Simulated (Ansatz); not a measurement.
Start from `CB(C)O` and change one atom or group to get `C#CB(C)C`.

Ansatz, PBE0-D4/def2-TZVP geometries, multiplicity 1. Each molecule was computed in one conformer, which needn't be the lowest.

```tsv
property	`CB(C)O`
size of the dipole moment (B3LYP/def2-TZVPP) / D	1.40
HOMO–LUMO gap (B3LYP/def2-TZVPP) / eV	8.55
HOMO energy (PBE/def2-TZVPP) / eV	-6.96
HOMO–LUMO gap (PBE/def2-TZVPP) / eV	6.63
HOMO–LUMO gap (ωB97M-V/def2-TZVPP) / eV	12.69
LUMO energy (ωB97M-V/def2-TZVPP) / eV	1.95
```

Question: Give the same properties after the change, and the shifts. (An estimate is asked.)

Answer: The calculation gave: 
| property | `C#CB(C)C` | shift |
| --- | --- | --- |
| size of the dipole moment (B3LYP/def2-TZVPP) / D | 0.02 | -1.38 |
| HOMO–LUMO gap (B3LYP/def2-TZVPP) / eV | 5.94 | -2.61 |
| HOMO energy (PBE/def2-TZVPP) / eV | -6.54 | 0.42 |
| HOMO–LUMO gap (PBE/def2-TZVPP) / eV | 4.19 | -2.44 |
| HOMO–LUMO gap (ωB97M-V/def2-TZVPP) / eV | 10.66 | -2.03 |
| LUMO energy (ωB97M-V/def2-TZVPP) / eV | 0.63 | -1.32 |

With PBE0 the HOMO rises by 0.64 eV and the LUMO falls by 2.10 eV, so the gap narrows by about 2.74 eV. PBE moves the HOMO by 0.42 eV and ωB97M-V by 0.71 eV. The zero-point energy changes by 9.1 kJ/mol with +3 modes.

B3LYP here is the variant with VWN-RPA as its local correlation; programs differ in this.
